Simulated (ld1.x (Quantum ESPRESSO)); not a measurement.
Before and after: TM potential for silver (Ag)

```json
{
 "Element": "Ag (Z = 47)",
 "Generator": "ld1.x (Quantum ESPRESSO) 7.5",
 "Type": "norm-conserving Troullier–Martins (Kleinman–Bylander form)",
 "Functional": "PBEsol",
 "Relativity": "scalar-relativistic",
 "Frozen core": "[Ar] 3d10 4s2",
 "Valence charge": "17",
 "Reference configuration": "4p6 4d10 5s0 5p0 (charge +1)",
 "Partial waves": "4p (bound): rc 1.15 bohr; 4d (bound): rc 1.45 bohr; 5s (bound, empty): rc 1.75 bohr",
 "Local potential": "the s channel",
 "Core correction": "Bessel-smoothed model core inside 0.75 bohr"
}
```

Change: all radii but the core radius scaled by about 1.29 (s 2.26, p 1.48, d 1.88 bohr).

Cutoffs: the cutoffs (Ry, on a coarse ladder) from which the occupation-weighted sum of valence levels, in a spherical-Bessel basis at the reference potential, stays within 10 and 1 mRy of its value at 400 Ry; they do not see the model core or the augmentation charge, which bear on the density cutoff. Errors are all-electron minus pseudo energies relative to the spin-unpolarised reference configuration.

Question: What does the change do?

Answer: The potential gets softer (120 Ry and 160 Ry → 60 Ry and 100 Ry); of the 7 tests that both files solve, the error grows in 6 and shrinks in 0 by more than 15 % and 0.3 meV (median size 257.0 → 430.0 meV); neither file shows a bound ghost at the reference potential, the only one tested. A larger radius leaves more room for a smooth pseudo-wave, so fewer plane waves are needed. More of the atom is replaced by a form fitted at one configuration, so other configurations suffer.

| quantity | base | changed |
| --- | --- | --- |
| cutoff, loose | 120 Ry | 60 Ry |
| cutoff, tight | 160 Ry | 100 Ry |
| loose cutoff by channel (10 mRy a level) | p 70 Ry, d 60 Ry | p 35 Ry, d 50 Ry |
| bound ghosts | none | none |
| error for 4p6 4d10 5s1 5p0, meV [ΔE -7.75 eV] | -1.8 | -7.8 |
| error for 4p6 4d9 5s0 5p0, meV [ΔE 22.11 eV] | -84 | -101 |
| error for 4p6 4d8 5s0 5p0, meV [ΔE 58.30 eV] | -405 | -462 |
| error for 4p6 4d9 5s1 5p0, meV [ΔE 5.42 eV] | -69 | -118 |
| error for 4p5 4d10 5s1 5p0, meV [ΔE 57.45 eV] | -257 | -487 |
| error for 4p6 4d10 5s0 5p1, meV [ΔE -3.82 eV] | -363 | -430 |
| error for 4p6 4d9 5s1 5p1, meV [ΔE 0.86 eV] | -636 | -777 |

Changed file: These tests converged, but a pseudo level misses the all-electron one widely, so the file describes the atom poorly there or has found another state: 4p6 4d8 5s0 5p0: empty 5p by 2.7 eV (a node warning on the way).
